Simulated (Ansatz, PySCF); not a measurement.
This Ansatz (a program for electronic structure) input computes a SVWN5/def2-TZVPD energy:

Ansatz 0.2 input:
```yaml
crystal:
  periodic: [false, false, false]
  atoms:
    - {symbol: C, position_ang: [1.94601255, 0.05728610, -0.34815789]}
    - {symbol: Ge, position_ang: [0.12730897, -0.03865301, -0.00907551]}
    - {symbol: O, position_ang: [-0.76956114, -1.09364960, -1.19332389]}
    - {symbol: O, position_ang: [-0.62523016, 1.64314273, -0.06258058]}
    - {symbol: O, position_ang: [-0.83072933, -0.52875982, 1.50627308]}
    - {symbol: H, position_ang: [2.48604034, 0.56304081, 0.45519824]}
    - {symbol: H, position_ang: [2.38628424, -0.91418176, -0.57617502]}
    - {symbol: H, position_ang: [-1.56289211, -1.37188961, -0.72305241]}
    - {symbol: H, position_ang: [-0.01193472, 2.16401141, -0.59239602]}
    - {symbol: H, position_ang: [-1.24329533, 0.28633272, 1.81284001]}
basis:
  gaussian:
    orbitals: def2-TZVPD
hamiltonian:
  xc: {name: SVWN5}
total_charge: -1
output: {forces: true}
```

**Question.** Write an input for the same energy in PySCF and say what it gives.

**Answer.** 
```python
from pyscf import gto, scf, dft

mol = gto.M(
    atom='''
    C     1.94601255    0.05728610   -0.34815789
    Ge    0.12730897   -0.03865301   -0.00907551
    O    -0.76956114   -1.09364960   -1.19332389
    O    -0.62523016    1.64314273   -0.06258058
    O    -0.83072933   -0.52875982    1.50627308
    H     2.48604034    0.56304081    0.45519824
    H     2.38628424   -0.91418176   -0.57617502
    H    -1.56289211   -1.37188961   -0.72305241
    H    -0.01193472    2.16401141   -0.59239602
    H    -1.24329533    0.28633272    1.81284001
    ''',
    basis='def2-tzvpd',
    charge=-1,
    spin=0,
    verbose=4,
)

mf = dft.RKS(mol, xc='svwn').density_fit(auxbasis='def2-universal-jkfit')
mf.grids.level = 3
mf.conv_tol = 1e-9
mf.max_cycle = 100
mf.max_memory = 1500
mf.kernel()
if not mf.converged:
    mf = mf.newton()
    mf.kernel(mf.make_rdm1())
mf.analyze()
```
It gives -2338.88193 Eh, and Ansatz -2338.88184 Eh, a difference of 0.09 mEh, from the treatment of integrals and grids.

It need not be the lowest isomer of its formula. Whether it binds its extra electron was not tested at this geometry.
